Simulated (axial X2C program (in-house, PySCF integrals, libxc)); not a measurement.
**Potential curves of CI⁺, 2c**

Computed with an axial X2C code built on PySCF integrals. Two-component (2c) means X2C with spin–orbit coupling and atomic mean-field two-electron Coulomb and Gaunt terms. Basis: I dyall-cv3z [11s12p8d4f1g], C dyall-v3z [7s6p2d1f] (cores contracted in-house); Gaussian nuclei, density fitting, unrestricted open shells. Masses: I 126.904 u, C 12.000 u.

State: Ω = 0 (closed shell). Energies in kJ/mol from the fragments at the same level (I+ + C). Fits are polynomials in 1 − R0/R over 0.85 to 1.23 times the lowest point R0.

```csv
R (Å),B97-3,PBE0
1.6617,-307.18,-320.30
1.7381,-380.18,-392.64
1.7954,-411.54,-423.51
1.8527,-427.80,-439.27
1.9100,-432.36,-443.34
1.9768,-426.54,-436.94
2.0437,-411.82,-421.66
2.1296,-383.96,-393.13
2.2347,-341.47,-349.89
2.3875,-272.56,-280.06
```

Occupations by symmetry block were frozen at the best pattern of an incomplete PBE0 search. Closed shells are restricted here (equal orbitals for both partners); the stretched side of such a curve lies too high. De is counted from the lowest determinant-based energies of the atoms at the same level, without counterpoise correction. The 2c atoms are single determinants rather than J levels; their spin–orbit lowering is only partly caught, and De is too large by that part. This holds for B97-3, PBE0. The functionals have no current-density term, which raises determinants with orbital currents, atoms included.

(1) What are Re, ωe and De at the B97-3 level?

(2) What are Re, ωe and De at the PBE0 level?

Results:

(1) At B97-3, 2c: Re = 1.908 Å, ωe ≈ 839 cm⁻¹, De = 4.48 eV to I+ + C; Be follows as 0.422 cm⁻¹.

(2) At PBE0, 2c: Re = 1.905 Å, ωe ≈ 846 cm⁻¹, De = 4.60 eV to I+ + C; Be follows as 0.424 cm⁻¹.
